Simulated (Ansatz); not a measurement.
Isolated molecules relaxed with PBE0-D4/def2-TZVP in Ansatz; ΔE leaves out vibrations. CCSD(T)/CBS adds triple-zeta CCSD(T) − MP2 to the extrapolated MP2 energy (def2 sets, frozen cores). Functionals use def2-TZVPP. B3LYP here is the variant with VWN-RPA as its local correlation; programs differ in this. Each species was taken in one conformer, which may not be the lowest.

Consider the formal exchange of groups at the Si–S bond: `CC#CS[SiH3]` + `C[SiH2]F` → `F[SiH2]C[SiH3]` + `CC#CS`.

```tsv
level	ΔE (kcal/mol)
B3LYP-D4	14.1
PBE	14.3
MP2/CBS(def2)	15.1
CCSD/CBS(def2)	13.6
```

(1) What does CCSD(T)/CBS give? (Estimate.)

Largest T1 diagnostic among the species: 0.012.

Results:

(1) The calculation gave: +13.8 kcal/mol. The listed levels differ from it by 0.3, 0.5, 1.3, -0.2 kcal/mol.
